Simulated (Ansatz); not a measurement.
Relaxation of GeH4O (6 atoms, charge 0, multiplicity 1), to a largest force component of 0.02 eV/Å in at most 40 steps.

Computed with RKS PBE-D4/def2-mTZVP (Ansatz 0.2.0).

```xyz
6
Properties=species:S:1:pos:R:3
Ge 0.000 0.000 0.000
O 0.000 0.000 1.770
H -0.909 -0.281 2.107
H 1.462 0.000 -0.516
H -0.730 1.265 -0.516
H -0.730 -1.265 -0.516
```

Problem. Where does it end, and by what steps?

Solution. The forces met the threshold. The force dipped under the threshold on the way, but the program's further checks kept it going. After 7 steps the energy has fallen by 0.070 eV; H3 moved furthest, 0.15 Å.

| step | energy less start (eV) | largest force component (eV/Å) | accepted |
| --- | --- | --- | --- |
| 0 | 0.0000 | 1.479 | yes |
| 1 | -0.0583 | 0.594 | yes |
| 2 | -0.0678 | 0.050 | yes |
| 3 | -0.0687 | 0.024 | yes |
| 4 | -0.0699 | 0.008 | yes |
| 5 | -0.0639 | 0.640 | no |
| 6 | -0.0700 | 0.024 | yes |
| 7 | -0.0700 | 0.005 | yes |

```xyz
6
Properties=species:S:1:pos:R:3
Ge -0.024 -0.025 -0.037
O 0.026 -0.102 1.772
H -0.872 -0.142 2.151
H 1.465 0.019 -0.437
H -0.774 1.253 -0.506
H -0.728 -1.285 -0.614
```

Whether the end is a true minimum wasn't checked by a vibrational analysis.

The run took 6.4 s on 2 threads of Arm Neoverse V1, with other jobs on the host, peak memory 0.12 GiB.
